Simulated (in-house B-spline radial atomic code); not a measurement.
Whole-atom quantities along the 42-electron series, configuration 1s2 2s2 2p6 3s2 3p6 3d10 4s2 4p6 4d3/2(4) 4d5/2(2). Breit and QED terms are first order and not part of the total energy; the density at the nucleus is averaged over the nuclear charge. Computed with a radial B-spline atomic code at the basis-set limit: Dirac-Hartree-Fock, jj configuration that fills j = l - 1/2 first, finite nuclei.

```
  ion   Z  E/Z² (Eh)  Σ<r²> (bohr²)  n(0)/Z³ (bohr⁻³)  Lamb diamagnetic shielding (ppm)  repulsion over attraction  Breit energy (eV)  self-energy (eV)  vacuum polarisation (eV)
 Ru2+  44    -2.3391         30.745            1.2505                           4408.72                    0.15432             76.919            57.931                   -6.7388
 Rh3+  45    -2.3608          26.19            1.2835                           4544.94                    0.15243             83.085            62.681                   -7.4072
 Pd4+  46    -2.3821          22.86             1.317                           4681.46                    0.15045             89.592             67.71                   -8.1273
 Ag5+  47     -2.403         20.272            1.3529                           4818.43                    0.14843             96.449             73.03                   -8.9025
 Cd6+  48    -2.4234         18.182            1.3882                           4955.93                    0.14638             103.67            78.653                   -9.7358
 In7+  49    -2.4434          16.45            1.4276                           5094.05                    0.14433             111.26            84.591                   -10.631
 Sn8+  50     -2.463         14.988            1.4673                           5232.84                    0.14228             119.23            90.855                   -11.592
 Sb9+  51    -2.4822         13.734            1.5091                           5372.34                    0.14024              127.6             97.46                   -12.622
Te10+  52     -2.501         12.647            1.5508                           5512.59                    0.13821             136.36            104.42                   -13.726
 I11+  53    -2.5195         11.695            1.5975                           5653.67                    0.13621             145.55            111.74                   -14.907
Xe12+  54    -2.5377         10.855            1.6446                           5795.58                    0.13423             155.16            119.45                   -16.171
Cs13+  55    -2.5555         10.109            1.6948                           5938.39                    0.13229              165.2            127.55                   -17.523
Ba14+  56     -2.573          9.441            1.7464                           6082.12                    0.13037              175.7            136.06                   -18.966
La15+  57    -2.5902         8.8407            1.8014                           6226.82                    0.12848             186.65               145                   -20.507
Ce16+  58    -2.6072         8.2984            1.8586                           6372.52                    0.12662             198.08            154.38                   -22.152
Pr17+  59    -2.6238         7.8065            1.9191                           6519.28                    0.12479             209.99            164.23                   -23.906
Nd18+  60    -2.6403         7.3585             1.982                           6667.13                      0.123              222.4            174.56                   -25.776
Pm19+  61    -2.6565         6.9491             2.045                            6816.1                    0.12124             235.32            185.38                   -27.767
Sm20+  62    -2.6725         6.5738            2.1038                           6966.23                    0.11951             248.76            196.72                   -29.883
Eu21+  63    -2.6883         6.2287            2.1743                            7117.6                    0.11781             262.74            208.59                   -32.141
Gd22+  64    -2.7038         5.9104            2.2463                           7270.24                    0.11614             277.26            221.03                   -34.543
Tb23+  65    -2.7193         5.6163            2.3386                           7424.26                     0.1145             292.35            234.04                   -37.109
Dy24+  66    -2.7345         5.3438            2.4035                           7579.51                    0.11289             308.01            247.66                   -39.818
Ho25+  67    -2.7496         5.0907            2.4948                           7736.28                    0.11131             324.26             261.9                   -42.714
```

(1) With what power of Z does the column «Breit energy (eV)» change over this range?

## Answers

(1) A fit of the logarithm of its size against log Z from Z = 44 to 67 has slope 3.42.
